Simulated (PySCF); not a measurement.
## Dy⁴⁴⁺: ionisation energy

Dy⁴⁴⁺ [Ar] 3d4 [3d3/2^4, M_J = 0] → Dy⁴⁵⁺ [Ar] 3d3 [3d3/2^3, M_J = 3/2], as a difference of total energies. Calculation: PySCF 2.14, in an uncontracted even-tempered set (16 s from 10 bohr⁻², ratio 2.8; 12 p from 13 bohr⁻², ratio 2.8; 8 d from 13 bohr⁻², ratio 2.8; 3 f from 44 bohr⁻², ratio 3); the two-component X2C-1e Hamiltonian. Correlated levels: [Ne] frozen; the 74 highest virtual spinors dropped. "Screened" scales the spin-orbit matrix elements by Boettger's factors to mimic the two-electron term; Breit and QED terms are absent.

| method | ionisation energy (eV) |
| --- | --- |
| GHF (spin-free) | 3591.2 |
| GMP2 (spin-free) | 3591.3 |
| GHF (screened spin-orbit) | 3608.4 |
| GMP2 (screened spin-orbit) | 3609.3 |

Breit and QED terms and the two-electron picture change are absent.

The spin-free rows relax to the high-spin LS determinant and lack the spin-orbit shift.

The labels give the starting determinants; with spin-orbit coupling the two ends relaxed to ⟨J²⟩ = 0.00, ⟨L²⟩ = 2.43, ⟨S²⟩ = 2.43 and ⟨J²⟩ = 3.79, ⟨L²⟩ = 7.91, ⟨S²⟩ = 2.13.

For comparison: 3607 ± 4 eV (theoretical estimate listed by NIST; NIST Atomic Spectra Database, ionization energies).
